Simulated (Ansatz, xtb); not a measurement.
Two isomers of C5H2F3N

Structure I is `N#CC#CCC(F)(F)F`, a singlet and structure II is `C#C[C@@H](C#N)C(F)(F)F`, a singlet. Both are isolated molecules in the gas phase, relaxed with B3LYP-D3(BJ)/def2-SVP.

Quicker runs give these differences E(II) − E(I): GFN2-xTB +0.425 eV; HF/STO-3G +0.542 eV (at GFN2-xTB geometries); r2SCAN-D4/def2-SVP +0.686 eV (at GFN2-xTB geometries).

Q: Estimate E(II) − E(I) at the level CCSD(T)/def2-SVP + ΔMP2/def2-TZVPP.

A: Calculated at CCSD(T)/def2-SVP + ΔMP2/def2-TZVPP: E(II) − E(I) = +0.409 eV, so structure I lies lower.

How the difference moves with the method:

| level | geometry | E(II) − E(I) (eV) | departure from the last row (eV) | job, with rough time for the two |
| --- | --- | --- | --- | --- |
| GFN2-xTB | GFN2-xTB | +0.425 | +0.016 | optimisation, 0.14 s |
| HF/STO-3G | GFN2-xTB | +0.542 | +0.133 | single point, 0.6 s |
| r2SCAN-D4/def2-SVP | GFN2-xTB | +0.686 | +0.277 | single point, 5.8 s |
| B3LYP-D3(BJ)/def2-SVP | B3LYP-D3(BJ)/def2-SVP | +0.600 | +0.191 | optimisation, 56 s |
| HF/def2-SVP | B3LYP-D3(BJ)/def2-SVP | +0.407 | −0.001 | part of the CCSD(T) run |
| MP2/def2-SVP | B3LYP-D3(BJ)/def2-SVP | +0.476 | +0.068 | part of the CCSD(T) run |
| CCSD(T)/def2-SVP | B3LYP-D3(BJ)/def2-SVP | +0.411 | +0.003 | single point |
| CCSD(T)/def2-SVP + ΔMP2/def2-TZVPP | B3LYP-D3(BJ)/def2-SVP | +0.409 |  | single point, 2.9 min |

As drawn, both hold the same kinds of bond in the same numbers.

The levels shown agree on the order. The largest departure from CCSD(T)/def2-SVP + ΔMP2/def2-TZVPP is that of r2SCAN-D4/def2-SVP, 0.277 eV. The last row adds to CCSD(T) the change of the MP2 difference between the two basis sets, here −0.003 eV.

With thermal terms from frequencies at re-optimised GFN2-xTB minima (ideal gas, soft modes damped towards free rotors, one conformer each, 298.15 K, 1 atm): the zero-point term adds −0.025 eV; ΔH is +0.385 and ΔG +0.392 eV.

The correlated steps freeze 9 core orbitals. Mirror images aren't counted in ΔG. Run with Ansatz 0.2.0, xtb 6.7.1; the last row on 2 threads of Arm Neoverse V2 on a shared host.
